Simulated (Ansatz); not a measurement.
Reaction (cleavage of the Si–B bond): `[SiH3]B[SiH2]Cl` + `O[Si]Br` → `[SiH3]O[Si]Br` + `B[SiH2]Cl`

Gas-phase electronic energies from Ansatz, PBE0-D4/def2-TZVP geometries. CBS: MP2 limit from def2 TZ/QZ plus the TZ coupled-cluster correction, frozen cores. DFT in def2-TZVPP. For Br outer-core shells are correlated without core-valence functions, which leaves a few kJ/mol of doubt a bond. Scalar relativity is left out up to krypton. One conformer a species, not always the lowest.

CCSD(T)/CBS gives -25.5 kcal/mol.

Question: Another level gave -24.2 kcal/mol. Which?
A. CAM-B3LYP-D4/def2-TZVPP
B. PBE0/def2-TZVPP
C. B97M-V/def2-TZVPP
D. r2SCAN0/def2-TZVPP

Answer: D. r2SCAN0 -24.2, CAM-B3LYP-D4 -26.6, B97M-V -23.1, PBE0 -21.0 kcal/mol.

Largest T1 diagnostic among the species: 0.012.

From r2SCAN to r2SCAN0 (25 % exact exchange), in def2-TZVPP and without D4, ΔE moves by −1.1 kcal/mol. At CCSD(T), def2-SVP lies +1.8 kcal/mol from the extrapolated value and def2-TZVPP +0.1 kcal/mol. Leaving LDA and LC-ωPBE aside and taking each functional with its dispersion term where it has one, the values, not all of them listed here, spread over 9.3 kcal/mol, from BHLYP-D4 to PBE-D4.
